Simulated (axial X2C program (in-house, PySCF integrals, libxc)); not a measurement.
**Ga₂⁺: cheaper levels and CCSD(T), two-component**

Calculated with an in-house relativistic program for diatomic molecules. Two-component (2c) means X2C with spin–orbit coupling and atomic mean-field two-electron Coulomb and Gaunt terms. Basis: Ga dyall-cv3z [9s9p7d4f1g] (cores contracted in-house); Gaussian nuclei, density fitting, unrestricted open shells. Masses: Ga 68.926 u.

State: Ω = 1/2 (⟨Sz⟩ = 0.50, ⟨Lz⟩ = 0.00 at HF); fragments Ga+ + Ga.

```json
{"level": "PBE0", "Re (Å)": "3.269", "ωe (cm⁻¹)": "90.8", "De (eV)": "n/a"}
{"level": "HF", "Re (Å)": "3.330", "ωe (cm⁻¹)": "93.6", "De (eV)": "n/a"}
{"level": "MP2", "Re (Å)": "3.263", "ωe (cm⁻¹)": "96.7", "De (eV)": "1.26"}
{"level": "CCSD", "Re (Å)": "3.257", "ωe (cm⁻¹)": "98.5", "De (eV)": "1.26"}
{"level": "BHandHLYP", "Re (Å)": "3.283", "ωe (cm⁻¹)": "91.8", "De (eV)": "n/a"}
```

Correlated methods: 5 electrons correlated (number of frozen shells: Ga 3 s, 2 p, 1 d), 323 virtual spin orbitals or spinors in MP2, 89 natural virtuals in coupled cluster.

CCSD(T), same Hamiltonian and basis:

Re = 3.246 Å, ωe = 99.6 cm⁻¹, De = 1.29 eV; T1 = 0.020 (Lee–Taylor normalisation).

**Question.** Give the differences from CCSD(T) in the columns below.

**Answer.** 

```json
{"level": "PBE0", "ΔRe (Å)": "0.023", "Δωe (cm⁻¹)": "-8.8", "ΔDe (eV)": "n/a"}
{"level": "HF", "ΔRe (Å)": "0.084", "Δωe (cm⁻¹)": "-6.0", "ΔDe (eV)": "n/a"}
{"level": "MP2", "ΔRe (Å)": "0.017", "Δωe (cm⁻¹)": "-2.9", "ΔDe (eV)": "-0.03"}
{"level": "CCSD", "ΔRe (Å)": "0.011", "Δωe (cm⁻¹)": "-1.1", "ΔDe (eV)": "-0.03"}
{"level": "BHandHLYP", "ΔRe (Å)": "0.037", "Δωe (cm⁻¹)": "-7.8", "ΔDe (eV)": "n/a"}
```

The state is one determinant whose occupation by symmetry is held fixed; it was picked as the lowest of a PBE0 search that is not exhaustive. De is counted from the lowest determinant-based energies of the atoms at the same level, without counterpoise correction. De is not given where an atomic determinant may have missed its ground term or J level, or where the truncated virtual space spoils (T). Density functionals use the spin component along the axis (collinear). CCSD and (T) use frozen natural virtuals with an MP2 correction for the truncation; (T) itself is uncorrected, so its De runs slightly low. Without a current term, density functionals place determinants with orbital angular momentum somewhat too high. With the outer-core shells frozen, correlated bond lengths of heavy atoms tend to come out a few hundredths of an ångström too long.
